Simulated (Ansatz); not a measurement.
```yaml
crystal:
  periodic: [false, false, false]
  atoms:
    - {symbol: Al, position_ang: [-0.000055, -0.000122, 0.000119]}
    - {symbol: O, position_ang: [0.008756, 0.121147, 1.784444]}
    - {symbol: H, position_ang: [-0.756376, 0.594470, 2.122995]}
    - {symbol: O, position_ang: [1.721169, -0.056136, -0.482477]}
    - {symbol: H, position_ang: [2.297026, 0.357678, 0.166541]}
    - {symbol: O, position_ang: [-0.981634, 1.383272, -0.566743]}
    - {symbol: H, position_ang: [-1.429967, 1.198360, -1.396730]}
    - {symbol: O, position_ang: [-0.748476, -1.448667, -0.734856]}
    - {symbol: H, position_ang: [-0.110442, -2.150011, -0.893293]}
basis:
  gaussian: {orbitals: cc-pVTZ-DK}
total_charge: -1
hamiltonian: {xc: {name: PBE0}}
scf: {omitted_lower_state_checks: [starts]}
```

```sh
$ ansatz run in.yaml --threads 4 --pin off --events-out ev --progress --plain --max-ram 3916MiB
```

It prints (some lines left out):

```
Functional definition: PBE0
1195 factors; their error is unknown
mean field evaluation 1: about -14859.5062 eV, gradient 6.8e1 eV
mean field evaluation 2: about -14848.7709 eV, gradient 1.1e2 eV
mean field evaluation 4: about -14866.9840 eV, gradient 3.5e-1 eV
mean field evaluation 8: about -14867.0383 eV, gradient 1.8e-2 eV
mean field -14867.03832758 eV, -546.3535812981 hartree, gradient 5.5e-5 eV, S^2 0.000000; 0 other end points of the search recorded, 0 dependent functions left out
reference -14867.03836358 eV, -546.3535826209 hartree; 25, 25 occupied and 185, 185 virtual orbitals, 1195 factors
Total energy: -14867.03836358 eV, -546.3535826209 hartree
Relativity: scalar
Checks for a lower state left out: starts
```

Run time 1.7 s (4 threads of Arm Neoverse V1 on a shared host).

DK, ANO-RCC and x2c sets are all-electron and run with scalar relativity unless a key says otherwise. The highest occupied level of an anion often lies above zero with these methods, and sets without diffuse functions describe the outer electron poorly.
